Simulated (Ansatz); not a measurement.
Mulliken charges of `F[SiH2][SiH2]Cl` from B3LYP/def2-TZVPP in Ansatz (PBE0-D4/def2-TZVP geometry).

| atom | x (Å) | y (Å) | z (Å) | charge (e) |
| --- | --- | --- | --- | --- |
| F1 | -1.150 | 1.948 | -0.148 | -0.324 |
| Si2 | 0.246 | 1.160 | -0.147 | 0.501 |
| Si3 | -0.137 | -1.116 | 0.268 | 0.324 |
| Cl4 | -1.205 | -1.922 | -1.299 | -0.247 |
| H5 | 1.104 | 1.745 | 0.917 | -0.077 |
| H6 | 0.891 | 1.353 | -1.471 | -0.069 |
| H7 | 1.160 | -1.835 | 0.365 | -0.057 |
| H8 | -0.910 | -1.333 | 1.515 | -0.050 |

Question: By hand: the dipole of these point charges (1 e Å = 4.8032 D).

Answer: Σ q r = (0.582, 0.007, 0.316) e Å, of length 0.662 e Å = 3.18 D.

Question: How does the dipole of the full density compare? (An estimate is asked.)

Answer: The calculation gave: (0.334, -0.019, 0.182) e Å, 1.83 D; the point charges give 1.74 times that, at 3° from its direction.

Point charges leave out the atoms' own dipoles, such as those of lone pairs, and Mulliken's split depends on the basis, so the two needn't agree.

B3LYP here is the variant with VWN-RPA as its local correlation; programs differ in this.
